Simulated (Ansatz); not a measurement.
Ansatz (a program for electronic structure) input (CCSD(T)/def2-SVPD):

Ansatz 0.2 input:
```yaml
crystal:
  periodic: [false, false, false]
  atoms:
    - {symbol: Si, position_ang: [-0.09830585, -0.70167196, 0.04124274]}
    - {symbol: C, position_ang: [-1.77214234, -1.47441362, 0.26439802]}
    - {symbol: C, position_ang: [1.29607015, -1.92361908, -0.06466908]}
    - {symbol: Br, position_ang: [0.28822484, 0.67217969, 1.76981612]}
    - {symbol: Br, position_ang: [-0.12155787, 0.51742944, -1.83973874]}
    - {symbol: H, position_ang: [-2.54615984, -0.70920637, 0.31946381]}
    - {symbol: H, position_ang: [-1.99469329, -2.13418457, -0.57656907]}
    - {symbol: H, position_ang: [-1.79453647, -2.05859740, 1.18650436]}
    - {symbol: H, position_ang: [1.14276306, -2.59352776, -0.91306261]}
    - {symbol: H, position_ang: [1.34291987, -2.51794059, 0.85001082]}
    - {symbol: H, position_ang: [2.24907776, -1.41125909, -0.19482748]}
basis:
  gaussian:
    orbitals: def2-SVPD
magnetization: {spin_polarized: false}
correlation: {method: ccsd_t, electrons: outside_noble_gas}
output: {forces: true}
```

End of the output:

```
the calculation of the forces begins
1.33 GiB of device memory are held for the factors and their scratch space
Total energy: -150019.00278812 eV, -5513.0966659310 hartree
Atom 0 at    -0.098306    -0.701672     0.041243 Å, force     0.003766     0.026879    -0.001580 eV/Å
Atom 1 at    -1.772142    -1.474414     0.264398 Å, force     0.146225     0.073579    -0.019755 eV/Å
Atom 2 at     1.296070    -1.923619    -0.064669 Å, force    -0.120144     0.112577     0.008813 eV/Å
Atom 3 at     0.288225     0.672180     1.769816 Å, force     0.039336     0.146654     0.166571 eV/Å
Atom 4 at    -0.121558     0.517429    -1.839739 Å, force    -0.000342     0.131670    -0.182930 eV/Å
Atom 5 at    -2.546160    -0.709206     0.319464 Å, force    -0.316680     0.298687     0.023146 eV/Å
Atom 6 at    -1.994693    -2.134185    -0.576569 Å, force    -0.093832    -0.257515    -0.314854 eV/Å
Atom 7 at    -1.794536    -2.058597     1.186504 Å, force    -0.018527    -0.229077     0.348471 eV/Å
Atom 8 at     1.142763    -2.593528    -0.913063 Å, force    -0.050534    -0.263854    -0.319497 eV/Å
Atom 9 at     1.342920    -2.517941     0.850011 Å, force     0.024771    -0.235416     0.343827 eV/Å
Atom 10 at     2.249078    -1.411259    -0.194827 Å, force     0.385961     0.195816    -0.052212 eV/Å
Dipole moment:    -0.069286    -0.494536     0.029068 e Å
```
